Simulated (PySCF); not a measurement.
C2H6N, SMILES CC[NH], multiplicity 2. Geometry optimised at PBE-D3(BJ)/def2-TZVP. The isomer is the one that the SMILES or the coordinates give; other isomers of the formula were not compared. One conformer was computed; it need not be the lowest.

These are PBE-D3(BJ)/def2-TZVP in PySCF 2.14.0 values and carry that method's errors.

Harmonic wavenumbers (cm⁻¹): 204, 313, 410, 694, 881, 972, 997, 1057, 1204, 1208, 1332, 1357, 1379, 1436, 1447, 2839, 2848, 2978, 3051, 3054, 3286. Rotational constants (GHz): 37.03, 9.261, 8.157; symmetry number 1.

Work out the zero-point energy and the ideal-gas rigid-rotor harmonic-oscillator thermochemistry at 298.15 K and 1 atm.

ZPE = ½ Σ hcν = ½ × 32945 cm⁻¹ = 197.06 kJ/mol. H − E(el) = 211.21 kJ/mol. Entropy in J/(mol K): translation 155.96, rotation 93.17, vibration 22.12, spin 5.76, total 277.02. G − E(el) = 128.61 kJ/mol. Cp = 68.26 J/(mol K).
